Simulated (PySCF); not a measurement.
AlFCl2, SMILES [F][Al]([Cl])[Cl]. Geometry: PBE0-D3(BJ)/def2-SVP.

PySCF with TDDFT-PBE0/def2-SVPD puts the lowest singlet excitations at 6.75, 6.98, 7.29, 7.32, 7.41, 7.82 eV.

### Question
What are the lowest excitation roots from ADC(2)/aug-cc-pVDZ run with PySCF? (An estimate is asked for; the answer gives what the named calculation found.)

### Answer
7.34, 7.55, 7.94, 7.98, 8.03, 8.42 eV. S1 differs by 0.59 eV (second minus first; roots are paired by order, and the bases may differ).
